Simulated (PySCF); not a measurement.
Changes within a family of molecules, several properties at once.

PySCF, CAM-B3LYP/def2-SVPD, density fitting, gas phase; each molecule at its own PBE0-D3(BJ)/def2-SVP geometry, one conformer. Singlet excitations by full TDDFT with frozen cores, triplets by Tamm–Dancoff TDDFT and ionisation energies by ΔSCF, from the lowest of the holes tried. 

Torsions of the conformers computed, which needn't be the lowest (atom-mapped SMILES):
- `[BH2:1][B:2]([NH2:3])[NH2:4]`: H–N3–B2–B1 0°, H–N3–B2–B1 180°, H–N4–B2–B1 180°, H–N4–B2–B1 0°
- `[NH2:1][B:2]([NH2:3])[B:4]([Cl:5])[Cl:6]`: N1–B2–B4–Cl5 179°, H–N1–B2–N3 0°, H–N1–B2–N3 180°, H–N3–B2–N1 180°, H–N3–B2–N1 0°
- `[NH2:1][B:2]([NH2:3])[F:4]`: H–N1–B2–N3 180°, H–N1–B2–N3 0°, H–N3–B2–N1 0°, H–N3–B2–N1 180°
- `[CH2:1]=[N:2][B:3]([NH2:4])[NH2:5]`: C1–N2–B3–N4 -90°, H–N4–B3–N2 -170°, H–N4–B3–N2 -4°, H–N5–B3–N2 5°, H–N5–B3–N2 170°
- `[NH2:1][B:2]([NH2:3])[CH2:4][OH:5]`: N1–B2–C4–O5 -163°, H–N1–B2–N3 4°, H–N1–B2–N3 -177°, H–N3–B2–N1 -173°, H–N3–B2–N1 -3°, H–O5–C4–B2 58°
- `[NH2:1][B:2]([NH2:3])[Cl:4]`: H–N1–B2–N3 0°, H–N1–B2–N3 180°, H–N3–B2–N1 180°, H–N3–B2–N1 0°

Reference: `BB(N)N`, with HOMO energy -8.40 eV, LUMO energy -0.48 eV, lowest singlet excitation 4.55 eV, lowest triplet excitation 3.79 eV, mean polarisability 47.5 au, dipole moment 1.58 D and vertical ionisation energy 9.37 eV.

Changes against it:

```csv
molecule,Δ HOMO energy (eV),Δ LUMO energy (eV),Δ lowest singlet excitation (eV),Δ lowest triplet excitation (eV),Δ mean polarisability (au),Δ dipole moment (D),Δ vertical ionisation energy (eV)
C=NB(N)N,+0.22,+1.34,-0.18,-0.11,+4.3,-0.15,-0.30
NB(N)CO,-0.11,+1.19,+1.57,+2.12,+1.9,+1.00,+0.11
NB(N)Cl,-0.49,+1.09,+1.77,+2.30,-1.7,+1.34,+0.49
```

Rows whose labels were lost:

| row | Δ HOMO energy (eV) | Δ LUMO energy (eV) | Δ lowest singlet excitation (eV) | Δ lowest triplet excitation (eV) | Δ mean polarisability (au) | Δ dipole moment (D) | Δ vertical ionisation energy (eV) |
| --- | --- | --- | --- | --- | --- | --- | --- |
| P | -0.30 | -0.22 | +0.41 | +0.34 | +25.1 | +1.07 | +0.19 |
| Q | -0.30 | +1.28 | +1.71 | +2.23 | -15.0 | +0.81 | +0.43 |

Q: Which row belongs to which of `NB(N)B(Cl)Cl` and `NB(N)F`?

A: P = `NB(N)B(Cl)Cl` and Q = `NB(N)F`. P and Q are told apart most clearly by the mean polarisability (+25.1 against -15.0 au).
